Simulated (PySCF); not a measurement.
## Radial density of Ti²⁺ (titanium, charge +2)

UHF, [Ar] 3d1 4p1, one real determinant (an excited configuration). Calculation: PySCF 2.14, in aug-cc-pVQZ-DK (9s8p6d4f3g2h, 140 functions); the spin-free X2C one-electron Hamiltonian (Gaussian nucleus).

| r (bohr) | 4πr²ρ (e/bohr) | 4πr²(ρα − ρβ) |
| --- | --- | --- |
| 0.00119 | 0.1648 | 0.0000 |
| 0.00200 | 0.4216 | 0.0000 |
| 0.00336 | 1.057 | 0.0000 |
| 0.00565 | 2.563 | 0.0000 |
| 0.00951 | 5.853 | -0.0001 |
| 0.0160 | 12.03 | -0.0001 |
| 0.0269 | 20.59 | 0.0002 |
| 0.0452 | 26.13 | 0.0020 |
| 0.0761 | 22.39 | 0.0090 |
| 0.128 | 20.32 | 0.0259 |
| 0.215 | 28.04 | 0.0546 |
| 0.362 | 17.24 | 0.1821 |
| 0.609 | 7.894 | 0.6211 |
| 1.02 | 9.251 | 0.7955 |
| 1.72 | 2.126 | 0.4274 |
| 2.90 | 0.4616 | 0.4318 |
| 4.88 | 0.1159 | 0.1159 |
| 8.20 | 0.001271 | 0.0013 |

Densities and radii are taken from the X2C orbitals without a picture-change correction, which distorts them close to the nucleus.

⟨L²⟩ = 8.02 against 12 for a pure F term, so this real determinant mixes terms.
